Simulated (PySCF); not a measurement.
Si(H)(OH)(SiH3)2 (H8OSi3), SMILES O[SiH]([SiH3])[SiH3]. Geometry optimised at PBE0-D3(BJ)/def2-SVP. The values are those of a single conformer.

Calculation: PySCF with PBE0-D3(BJ)/def2-SVP.

Harmonic wavenumbers (cm⁻¹): 85, 92, 106, 148, 155, 229, 373, 408, 426, 517, 520, 549, 718, 766, 836, 858, 890, 892, 926, 931, 931, 938, 2207, 2211, 2218, 2219, 2228, 2229, 2237, 3926. Rotational constants (GHz): 3.684, 1.946, 1.408; symmetry number 1.

**Question.** Work out the zero-point energy and the ideal-gas rigid-rotor harmonic-oscillator thermochemistry at 298.15 K and 1 atm.

**Answer.** ZPE = ½ Σ hcν = ½ × 31769 cm⁻¹ = 45.42 kcal/mol. H − E(el) = 51.68 kcal/mol. Entropy in cal/(mol K): translation 39.96, rotation 27.86, vibration 24.23, total 92.04. G − E(el) = 24.24 kcal/mol. Cp = 32.91 cal/(mol K). Modes under 150 cm⁻¹ make the vibrational entropy uncertain.
